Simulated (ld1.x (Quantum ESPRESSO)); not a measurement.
# Pseudopotential generation for Ba: ultrasoft, LDA (PZ), fully relativistic.

```
Element                 : Ba (Z = 56)
Generator               : ld1.x (Quantum ESPRESSO) 7.5
Type                    : ultrasoft
Functional              : LDA (PZ)
Relativity              : fully relativistic
Frozen core             : [Xe]
Valence charge          : 2
Reference configuration : 5d0 6s1 6p0 (charge +1)
Partial waves           : 6s (bound): rcut 2.45, rcutus 3.40 bohr; 6s channel at 0.35 Ry: rcut 2.45, rcutus 3.40 bohr; 6p (bound, empty): rcut 3.10, rcutus 3.85 bohr; 6p channel at -0.05 Ry: rcut 3.10, rcutus 3.85 bohr; 5d (bound, empty): rcut 2.05, rcutus 2.60 bohr; 5d channel at 0.3 Ry: rcut 2.05, rcutus 2.60 bohr
Local potential         : all-electron potential smoothed inside 3.75 bohr (lloc = -1)
Core correction         : a·sin(br)/r model core inside 1.70 bohr
Augmentation charge     : built from norm-conserving waves at rcut, not smoothed further
```

Open shells are filled in proportion to 2j + 1 (rel_dist='average').

All-electron outer shells of the reference configuration (LDA (PZ), scalar-relativistic, ld1.x):

```json
{"shell": "5p", "level (eV)": "-24.49", "outermost node (bohr)": "0.86", "outermost maximum (bohr)": "1.67"}
{"shell": "6s", "level (eV)": "-7.82", "outermost node (bohr)": "1.95", "outermost maximum (bohr)": "3.81"}
{"shell": "5d", "level (eV)": "-7.26", "outermost node (bohr)": "1.00", "outermost maximum (bohr)": "2.43"}
{"shell": "6p", "level (eV)": "-5.12", "outermost node (bohr)": "2.31", "outermost maximum (bohr)": "4.77"}
```

Calculated quality:

```json
{
 "Ghost test": "ghost state, extra bound levels that the all-electron valence spectrum of the same l lacks: p1/2 at -15.7 eV (s, p3/2 not tested); a true bound ghost makes a file unfit for plane-wave use (spherical-Bessel basis up to 400 Ry, 20 bohr box)",
 "Configuration tests": "test run stopped at test 1 of 7 (negative rho)",
 "Lowest eigenvalue of the overlap operator": "-1.41 (s channel); it is negative, so in a basis up to 400 Ry S is not positive definite and the file is unfit for use"
}
```

Note: ghost state, extra bound levels that the all-electron valence spectrum of the same l lacks: p1/2 at -15.7 eV (s, p3/2 not tested). A true bound ghost makes a file unfit for plane-wave use. Its overlap operator is not positive definite in a basis up to 400 Ry (lowest eigenvalue s -1.41, p3/2 -0.28), so the file is unfit for use: the generalised eigenproblem breaks down once the basis is large enough, and its test numbers describe a broken file. The potential misses its own reference levels by up to 2.3 eV, so it is not fit for use.

Generation and tests took about 1.9 s on one core of a shared server CPU.
